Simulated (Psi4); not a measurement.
Calculation: SAPT0/jun-cc-pVDZ, frozen core run with Psi4.

Psi4 input:

```
molecule {
0 1
N 0.00006790 0.00137303 0.27907803
H 0.93519596 -0.11989884 -0.09266284
H -0.57107150 -0.75064894 -0.08919751
H -0.36419236 0.86917475 -0.09721767
--
0 1
Si -4.83965180 0.43288570 1.19692671
Cl -3.03028852 -0.25072472 1.92397767
H -4.70564063 1.86890250 0.88389807
H -5.86912239 0.22526771 2.23383788
H -5.17320590 -0.33118724 -0.02086111
units angstrom
symmetry c1
no_reorient
no_com
}
set basis jun-cc-pvdz
set scf_type df
set freeze_core true
energy('sapt0')
```

Part of the output:

```
    SAPT Results
  --------------------------------------------------------------------------------------------------------
    Electrostatics                  0.15490820 [mEh]       0.09720636 [kcal/mol]       0.40671143 [kJ/mol]
      Elst10,r                      0.15490820 [mEh]       0.09720636 [kcal/mol]       0.40671143 [kJ/mol]

    Exchange                        2.26347853 [mEh]       1.42035422 [kcal/mol]       5.94276207 [kJ/mol]
      Exch10                        2.26347853 [mEh]       1.42035422 [kcal/mol]       5.94276207 [kJ/mol]
      Exch10(S^2)                   2.25958765 [mEh]       1.41791266 [kcal/mol]       5.93254656 [kJ/mol]

    Induction                      -0.29928444 [mEh]      -0.18780382 [kcal/mol]      -0.78577120 [kJ/mol]
      Ind20,r                      -0.94225885 [mEh]      -0.59127635 [kcal/mol]      -2.47390027 [kJ/mol]
      Exch-Ind20,r                  0.77360701 [mEh]       0.48544573 [kcal/mol]       2.03110491 [kJ/mol]
      delta HF,r (2)               -0.13063260 [mEh]      -0.08197319 [kcal/mol]      -0.34297584 [kJ/mol]

    Dispersion                     -1.07544751 [mEh]      -0.67485350 [kcal/mol]      -2.82358705 [kJ/mol]
      Disp20                       -1.23782257 [mEh]      -0.77674539 [kcal/mol]      -3.24990270 [kJ/mol]
      Exch-Disp20                   0.16237505 [mEh]       0.10189188 [kcal/mol]       0.42631564 [kJ/mol]
      Disp20 (SS)                  -0.61891128 [mEh]      -0.38837269 [kcal/mol]      -1.62495135 [kJ/mol]
      Disp20 (OS)                  -0.61891128 [mEh]      -0.38837269 [kcal/mol]      -1.62495135 [kJ/mol]
      Exch-Disp20 (SS)              0.08246921 [mEh]       0.05175021 [kcal/mol]       0.21652288 [kJ/mol]
      Exch-Disp20 (OS)              0.07990584 [mEh]       0.05014167 [kcal/mol]       0.20979276 [kJ/mol]

  Total HF                          2.11910229 [mEh]       1.32975676 [kcal/mol]       5.56370230 [kJ/mol]
  Total SAPT0                       1.04365478 [mEh]       0.65490326 [kcal/mol]       2.74011525 [kJ/mol]
```
